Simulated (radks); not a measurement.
Results of a calculation; reference values are marked as such.
Q: The mean radii <r> (bohr) of the occupied orbitals of an atom or ion are listed with their occupations. Level of theory: non-relativistic Kohn-Sham, PBE, spin-polarised, spherical densities, point nucleus (a radial shooting solver on a logarithmic mesh with Libxc functionals).

orbital  occ.      <r>
1s up       1  0.01892
1s down     1  0.01892
2s up       1  0.07966
2s down     1  0.07966
2p up       3  0.06730
2p down     3  0.06730
3s up       1   0.2008
3s down     1   0.2008
3p up       3   0.1912
3p down     3   0.1912
3d up       5   0.1669
3d down     5   0.1669
4s up       1   0.4411
4s down     1   0.4411
4p up       3   0.4447
4p down     3   0.4447
4d up       5   0.4514
4d down     5   0.4513
4f up       7   0.4712
4f down     7   0.4706
5s up       1   0.9927
5s down     1   0.9911
5p up       3    1.068
5p down     3    1.067
5d up       5    1.321
5d down     3    1.325

Name the element and its charge. Open shells, if any, are filled with parallel spins first.

A: Z = 80, mercury, charge +4: Hg4+ in [Xe] 4f14 5d8. The 1s radius gives Z: for a bare nucleus <r> = 1.5/Z, 0.01875 bohr for Z = 80, and screening makes it slightly larger (0.01892 here). The occupations add up to 76, and the charge is Z minus that.
